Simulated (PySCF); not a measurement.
SMILES c1c(c(Cl)ccc1)-c1c(F)c(F)c(F)c(F)c1F (C₁₂H₄ClF₅), GFN2-xTB optimised geometry.

```
22

F     -1.70    -4.10     0.00
C     -1.03    -2.94     0.00
C     -1.72    -1.74     0.00
F     -3.05    -1.73     0.01
C     -1.01    -0.54     0.00
F     -1.68     0.62     0.01
C      0.38    -0.52     0.00
C      1.12     0.77    -0.03
C      1.49     1.41     1.15
C      2.18     2.61     1.10
C      2.51     3.17    -0.12
C      2.15     2.54    -1.30
C      1.46     1.34    -1.25
Cl     1.01     0.54    -2.71
C      1.05    -1.73     0.00
F      2.39    -1.74     0.00
C      0.36    -2.94     0.00
F      1.03    -4.10     0.00
H      1.22     0.97     2.09
H      2.46     3.10     2.02
H      3.05     4.10    -0.16
H      2.41     2.96    -2.26
```

Density from PBE0/def2-SVP run with PySCF at that geometry.

Minimum of the electron density along straight lines between bonded atoms, close to the bond critical point (lines longer than 1.1 times the sum of covalent radii, or with two minima, are not listed):

```
bond      length / Å  ρ at the minimum / e bohr⁻³  ∇²ρ there / e bohr⁻⁵  position (fraction from the first atom)
--------  ----------  ---------------------------  --------------------  ---------------------------------------
F1–C2          1.333                        0.265                  0.14                                     0.67
C2–C3          1.392                        0.314                 -0.82                                     0.50
C3–F4          1.334                        0.264                  0.14                                     0.33
C3–C5          1.391                        0.315                 -0.82                                     0.50
C5–F6          1.335                        0.263                  0.14                                     0.33
C5–C7          1.391                        0.310                 -0.78                                     0.52
C7–C8          1.483                        0.260                   ___                                     0.51
C8–C9          1.388                        0.308                 -0.78                                     0.51
C9–C10         1.384                        0.313                 -0.80                                     0.50
C10–C11        1.385                        0.312                 -0.80                                     0.50
C11–C12        1.384                        0.311                 -0.80                                     0.50
C8–C13         1.392                        0.308                 -0.77                                     0.49
C12–C13        1.385                        0.313                 -0.81                                     0.48
C13–Cl14       1.730                          ___                   ___                                     0.42
C7–C15         1.391                        0.310                 -0.78                                     0.48
C15–F16        1.335                        0.263                  0.14                                     0.33
C2–C17         1.392                        0.314                 -0.82                                     0.50
C15–C17        1.391                        0.315                 -0.82                                     0.50
C17–F18        1.334                        0.264                  0.14                                     0.33
C9–H19         1.079                        0.285                 -1.10                                     0.64
C10–H20        1.079                        0.285                 -1.09                                     0.63
C11–H21        1.079                        0.285                 -1.10                                     0.63
C12–H22        1.078                        0.285                 -1.11                                     0.64
```

**Question.** Some entries are withheld; supply them.

**Answer.** 
- C7–C8, ∇²ρ there / e bohr⁻⁵: -0.61
- C13–Cl14, ρ at the minimum / e bohr⁻³: 0.201
- C13–Cl14, ∇²ρ there / e bohr⁻⁵: -0.29
